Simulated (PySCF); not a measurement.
## Orbital energies, ionisation energy and electron affinity

Compound: C5H6O2Si.
Z-matrix (Å and degrees, PBE0-D3(BJ)/def2-SVP geometry), rows numbered from 1:
```
O 
C   1  1.1922
O   2  1.3447  1  127.19
C   3  1.3748  2  123.85  1    -0.32
C   4  1.3497  3  129.50  2     0.31
Si  5  1.8682  4  105.56  3   179.87
C   6  1.8775  5   93.16  4     0.17
C   7  1.3459  6  106.57  5    -0.03
H   2  1.1090  1  125.12  3  -179.84
H   5  1.0867  4  123.03  3     0.18
H   6  1.4947  5  114.11  4   117.71
H   6  1.4950  5  113.75  4  -117.23
H   7  1.0913  6  131.14  5   179.76
H   8  1.0951  4  118.32  3     0.15
```

Level: PBE0/def2-SVPD (PySCF). Frontier orbitals with their largest atomic shares (Löwdin; up to four atoms above 4 %):

```
orbital  ε (eV)                             main atoms
 HOMO−3   -9.25    C7 34 %, Si6 23 %, C8 13 %, H14 6 %
 HOMO−2   -8.78    C8 20 %, Si6 15 %, C7 13 %, O3 12 %
 HOMO−1   -8.56       O1 57 %, C2 11 %, C5 8 %, O3 7 %
   HOMO   -6.99                                      ?
   LUMO   -1.80     C7 18 %, C5 16 %, C8 16 %, C4 14 %
 LUMO+1   -0.38      C2 33 %, O1 25 %, O3 14 %, C8 8 %
 LUMO+2    0.60  Si6 35 %, H11 12 %, H12 12 %, C5 10 %
```

Task: What vertical ionisation energy does ΔSCF give, and how far is −ε(HOMO) from it?

Result: ΔSCF: 8.80 eV (849 kJ/mol; threshold wavelength 141 nm); ⟨S²⟩ of the doublet left behind is 0.766, against 0.75 for a pure doublet. −ε(HOMO) is 6.99 eV, 1.81 eV below it. For the exact functional −ε(HOMO) would equal the first vertical ionisation energy; PBE0 (global hybrid, 25 % exact exchange) falls short of its own ΔSCF value by 21 %.

Task: On which atoms does the HOMO lie?

Result: C5 (alkene CH carbon) 30 %, C7 (alkene CH carbon) 20 %, C4 (vinylic carbon bearing oxygen) 18 %, C8 (alkene CH carbon) 13 %, so no atom holds as much as 40 %. The HOMO−1 lies 1.57 eV lower.

Task: And the vertical electron affinity, the fundamental gap, Mulliken's electronegativity and the hardness (with the factor ½)?

Result: EA = 0.11 eV by ΔSCF (−ε(LUMO) = 1.80 eV). IE − EA = 8.69 eV against an orbital gap of 5.19 eV; (IE + EA)/2 = 4.46 eV; (IE − EA)/2 = 4.35 eV. Parr's electrophilicity index (IE + EA)²/[8(IE − EA)] is 1.14 eV.

Task: How many of the 10 lowest singlet excitations (vertical TDDFT, same level) lie below the ionisation energy?

Result: All 10; they run from 4.36 to 7.21 eV.

Task: Shift the occupied levels rigidly so that −ε(HOMO) equals the ΔSCF value. What binding energies result?

Result: The shift is +1.81 eV: HOMO 8.80, HOMO−1 10.37, HOMO−2 10.59, HOMO−3 11.06 eV. A rigid shift is only a rough guide to the deeper ionisations.

Task: The lowest singlet excitation (vertical TDDFT, same level) lies at 4.36 eV. How far is it below IE − EA?

Result: IE − EA = 8.69 eV, so by 4.33 eV.

One conformer (not necessarily the lowest) at the PBE0-D3(BJ)/def2-SVP geometry, without solvent, vibrations or thermal averaging.
